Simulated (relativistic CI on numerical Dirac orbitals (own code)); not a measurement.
**Hyperfine structure of Tb³⁷⁺, mass number 157**

Computed by Dirac-Coulomb-Breit CI, separate exchange-only KLI orbitals for each configuration, model QED (radiative potential, 1s self-energy scaled to tabulated hydrogen-like ionisation energies), unscaled Slater integrals (own radial code, finite nucleus).

Configurations in the expansion (outside the closed core [Ne]): 3s2 3p6 3d10, 3s2 3p6 3d9 4s, 3s2 3p6 3d9 4p, 3s2 3p6 3d9 4d, 3s2 3p5 3d10 4s, 3s2 3p6 3d9 4f, 3s2 3p5 3d10 4p, 3s2 3p6 3d8 4s2, 3s2 3p6 3d8 4s 4p, 3s2 3p5 3d10 4d, 3s 3p6 3d10 4s, 3s2 3p6 3d9 5s, 3s2 3p6 3d8 4p2, 3s2 3p6 3d8 4s 4d, 3s2 3p6 3d9 5p, 3s2 3p5 3d10 4f. Levels of other configurations are missing.

Nuclear spin I = 3/2, μ = 2.03 μN, Q = 1.4 b (tables of Stone and Pyykkö). The electronic factors are computed for point nuclear moments, without core polarisation or the Bohr-Weisskopf and QED corrections.

```
               Level  E (10³ cm⁻¹)  A (GHz)  B (GHz)
 3s2 3p6 3d9 4s 3D_3        8693.0    232.5    -67.3
 3s2 3p6 3d9 4s 1D_2        8705.3   -168.7    -52.6
 3s2 3p6 3d9 4s 3D_1        8975.5   -211.8    -26.6
 3s2 3p6 3d9 4s 3D_2        8983.9    367.3    -54.4
3s2 3p6 3d9 4p 3P°_2        9304.9   -28.04    -45.5
3s2 3p6 3d9 4p 3F°_2        9588.3    154.4    -47.6
3s2 3p6 3d9 4p 3F°_4        9721.3    38.65     36.5
3s2 3p6 3d9 4p 1D°_2        9735.8    35.25    -99.8
```

Levels with J = 0, under 50 % of one LS term, or S terms without an open s electron are left out. Small factors come from cancelling terms and can be off by tens of per cent or more.

At this charge energies of transitions that change n are usually good to better than 1 %, and those within a shell (Δn = 0) to a few per cent.

Problem. Give the hyperfine levels of 3s2 3p6 3d9 4s 3D_3 relative to its centre of gravity.

Solution. With K = F(F + 1) − I(I + 1) − J(J + 1), E = AK/2 + B[¾K(K + 1) − I(I + 1)J(J + 1)]/[2I(2I − 1)J(2J − 1)]: F = 3/2: -1436, F = 5/2: -803.8, F = 7/2: 33.65, F = 9/2: 1030 GHz.

LS names give the leading component of a level, which can be under half, so a name can repeat, a term be missing and a line seem to break the LS rules.
